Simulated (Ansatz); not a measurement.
HgF₃⁻. The state is a quintet with charge -1. Geometry r2SCAN-D4/def2-TZVPD; atoms count from 1.

```xyz
4

Hg   -0.161   -0.149   -0.362
F    -0.777    0.912   -2.117
F    -1.694   -1.545   -0.906
F     2.632    0.782    3.385
```

In the def2 sets Hg takes a core potential; there is no spin–orbit coupling. The highest occupied level of the charge -1 quintet lies above zero (up to 1.61 eV). The electron is either unbound and held by the finite basis, or the level is raised by self-interaction error. In the quintet geometry the species has come apart into loosely held pieces. At PBE0-D4/def2-TZVPD a singlet of charge -1 lies 9.17 eV below the quintet, each at its own geometry. The structure comes from a short search, and lower isomers may exist.

Estimate the Mulliken populations from the PBE0/def2-TZVPD orbitals of Ansatz.


| atom | charge (e) | spin (α − β) | d electrons |
| --- | --- | --- | --- |
| Hg1 | -0.42 | 2.29 | 9.77 |
| F2 | -0.29 | 0.35 | – |
| F3 | -0.29 | 0.35 | – |
| F4 | -0.01 | 1.01 | – |
Mulliken values depend strongly on the basis. With diffuse functions, as here, like atoms can get unlike values, and bond orders can come out too low or too high.

Where does the spin sit?

Summed by element: Hg 2.29, F 1.71, of 4 unpaired in all. Largest on single atoms: Hg1 2.29, F4 1.01, F3 0.35.
